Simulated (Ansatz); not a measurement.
Reaction (formal exchange of groups at a C–Si bond): `S=C[SiH2][SnH3]` + `[SiH3]S` → `S=C[SiH2]S` + `[SiH3][SnH3]`

Isolated molecules relaxed with PBE0-D4/def2-TZVP in Ansatz; ΔE leaves out vibrations. CCSD(T)/CBS adds triple-zeta CCSD(T) − MP2 to the extrapolated MP2 energy (def2 sets, frozen cores). Functionals use def2-TZVPP. B3LYP here is the variant with VWN-RPA as its local correlation; programs differ in this. Elements past krypton have def2 core potentials. For Sn outer-core shells are correlated without core-valence functions, which leaves a few kJ/mol of doubt a bond. Each species was taken in one conformer, which may not be the lowest.

```tsv
level	ΔE (kJ/mol)
B2PLYP	-4.1
PBE	-3.4
B3LYP	-4.0
MP2/def2-TZVPP	-3.7
CCSD/def2-TZVPP	-5.0
CCSD(T)/def2-TZVPP	-4.6
MP2/def2-QZVPP	-3.2
MP2/CBS(def2)	-3.0
```

Task: What does CCSD(T)/CBS give? (Best estimate.)

Result: Computed: -3.9 kJ/mol. The listed levels differ from it by -0.2, 0.5, -0.1, 0.2, -1.1, -0.7, 0.7, 0.9 kJ/mol.

Largest T1 diagnostic among the species: 0.015.
